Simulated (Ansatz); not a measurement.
`ClB(Cl)B(Cl)Cl` + HBr → `ClB(Cl)Br` + `ClBCl`  (cleavage of the B–B bond)

Gas-phase electronic energies from Ansatz, PBE0-D4/def2-TZVP geometries. CCSD(T)/CBS adds triple-zeta CCSD(T) − MP2 to the extrapolated MP2 energy (def2 sets, frozen cores). This one scheme is used for every species. Functionals use def2-TZVPP. B3LYP here is the variant with VWN-RPA as its local correlation; programs differ in this. HSE06 is defined as in plane-wave codes. For Br outer-core shells are correlated without core-valence functions, which leaves a few kJ/mol of doubt a bond. Scalar relativity is left out up to krypton. Each species was taken in one conformer, which may not be the lowest.

Problem. Is it downhill or uphill in electronic energy at CCSD(T)/CBS, and by how much? (Estimate.)

Solution. The calculation gave: Downhill: ΔE = -0.81 eV.

Problem. What do these levels give: r2SCAN-D4, B3LYP-D4, r2SCANh-D4, r2SCAN0-D4, BHLYP-D4, CAM-B3LYP-D4, B3LYP, HSE06, RPA@PBE/def2-TZVPP, MP2/def2-SVP, MP2/def2-TZVPP, CCSD/CBS(def2)? (Best estimate.)

Solution. Computed: r2SCAN-D4 -0.81, B3LYP-D4 -0.75, r2SCANh-D4 -0.81, r2SCAN0-D4 -0.82, BHLYP-D4 -0.78, CAM-B3LYP-D4 -0.76, B3LYP -0.80, HSE06 -0.81, RPA@PBE/def2-TZVPP -0.77, MP2/def2-SVP -0.90, MP2/def2-TZVPP -0.88, CCSD/CBS(def2) -0.81 eV.

Largest T1 diagnostic among the species: 0.013.

From BLYP to BHLYP (50 % exact exchange), in def2-TZVPP and without D4, ΔE moves by −0.03 eV. The D4 term adds +0.05 eV with B3LYP and +0.04 eV with PBE0; it sums over pairs of atoms, weighted by their polarisabilities, and B3LYP, whose exchange is more repulsive, gets the larger term. Leaving LDA and LC-ωPBE aside and taking each functional with its dispersion term where it has one, the values, not all of them listed here, spread over 0.12 eV, from PBE-QIDH to BLYP-D4.
